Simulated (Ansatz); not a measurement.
`[CH3][AlH][CH](F)S`, one more setting.

```yaml
crystal:
  periodic: [false, false, false]
  atoms:
    - {symbol: C, position_ang: [-1.127309, -0.535185, 1.230293]}
    - {symbol: Al, position_ang: [0.521712, 0.338653, 0.659813]}
    - {symbol: C, position_ang: [1.253268, -0.056827, -1.129540]}
    - {symbol: F, position_ang: [1.104050, -1.218327, -1.841291]}
    - {symbol: S, position_ang: [0.105383, 1.265526, -1.724330]}
    - {symbol: H, position_ang: [-1.568421, -1.158513, 0.447755]}
    - {symbol: H, position_ang: [-0.927029, -1.187059, 2.087354]}
    - {symbol: H, position_ang: [-1.881159, 0.187375, 1.555560]}
    - {symbol: H, position_ang: [1.383601, 1.336625, 1.539839]}
    - {symbol: H, position_ang: [2.236936, 0.370794, -1.349040]}
    - {symbol: H, position_ang: [-1.035633, 0.599939, -1.455813]}
basis:
  gaussian: {orbitals: cc-pVTZ-DK}
hamiltonian: {xc: {name: PBE0-DH}}
scf: {lower_state_search: full}
output: {forces: true}
```

```sh
$ ansatz run in.yaml --threads 4 --pin off --events-out ev --progress --plain --max-ram 10444MiB
```

Output, abridged:

```
Functional definition: PBE0-DH
  name "PBE0-DH"
  cite "Brémond & Adamo, J. Chem. Phys. 135, 024106 (2011) doi:10.1063/1.3604569"
  cite "Perdew, Burke & Ernzerhof, Phys. Rev. Lett. 77, 3865 (1996) doi:10.1103/PhysRevLett.77.3865"
  parameter a = 1/2
  parameter c = 1/8
  exchange = (1 - a)*pbe_x + a*exact_x
  correlation = (1 - c)*pbe_c + c*(mp2_os + mp2_ss)
1398 factors; integrals over basis functions are off by at most 1.0e-3 eV
mean field evaluation 1: about -22346.5581 eV, gradient 4.5e1 eV
mean field evaluation 2: about -22346.6991 eV, gradient 4.5e1 eV
mean field evaluation 4: about -22351.1726 eV, gradient 3.8e0 eV
mean field evaluation 8: about -22351.2067 eV, gradient 3.7e-1 eV
mean field evaluation 16: about -22351.2070 eV, gradient 1.9e-4 eV
mean field -22351.20699514 eV, -821.3917068790 hartree, gradient 5.3e-6 eV, S^2 0.000000; 0 other end points of the search recorded, 0 dependent functions left out
13 core orbitals not correlated: weight in the atoms' cores, before any rotation towards them, 1.000 or more for the frozen orbitals, at most 0.000 for the correlated occupied ones
reference -22351.20701697 eV, -821.3917076815 hartree; 15, 15 occupied and 214, 214 virtual orbitals, 1398 factors
second order -28.70891844 eV of doubles, -0.00000000 eV of singles
the calculation of the forces begins
Total energy: -22354.79563178 eV, -821.5235868431 hartree
Relativity: scalar
Atom 0 at    -1.127309    -0.535185     1.230293 Å, force    -0.109598    -0.061219     0.055108 eV/Å
Atom 1 at     0.521712     0.338653     0.659813 Å, force     0.027333    -0.017429    -0.002567 eV/Å
Atom 2 at     1.253268    -0.056827    -1.129540 Å, force     0.125304    -0.122361    -0.100872 eV/Å
Atom 3 at     1.104050    -1.218327    -1.841291 Å, force     0.004964     0.260222     0.140697 eV/Å
Atom 4 at     0.105383     1.265526    -1.724330 Å, force    -0.070871    -0.084962    -0.006383 eV/Å
Atom 5 at    -1.568421    -1.158513     0.447755 Å, force     0.052302     0.081386     0.102438 eV/Å
Atom 6 at    -0.927029    -1.187059     2.087354 Å, force    -0.030629     0.080486    -0.108349 eV/Å
Atom 7 at    -1.881159     0.187375     1.555560 Å, force     0.092030    -0.095014    -0.039546 eV/Å
Atom 8 at     1.383601     1.336625     1.539839 Å, force    -0.023525    -0.024514    -0.023004 eV/Å
Atom 9 at     2.236936     0.370794    -1.349040 Å, force    -0.161274    -0.067673     0.011200 eV/Å
Atom 10 at    -1.035633     0.599939    -1.455813 Å, force     0.093964     0.051078    -0.028720 eV/Å
Dipole moment:    -0.113014     0.042554     0.090567 e Å
```

It took 15 s on 4 threads of an Arm Neoverse V1 on a shared host, with 0.79 GiB of host memory at the peak.
